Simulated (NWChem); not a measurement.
Species: BH$_{2}$, doublet; SMILES [BH2]

All runs: NWChem. Pople sets run with spherical d functions. Spin-unrestricted. In the optimisation the excess spin sits in a1 (C2v, its own frame). No stability test was run on the SCF state. Level UHF/6-31G*: optimisations from one semi-empirical or force-field start; each run changes one setting, and all end within 0.3 mHa of each other.

```
setting                                             optimisation steps
--------------------------------------------------  ------------------
redundant internal coordinates, default thresholds                   3
no line search                                                       4
Cartesian coordinates                                                3
tight thresholds                                                     5
```
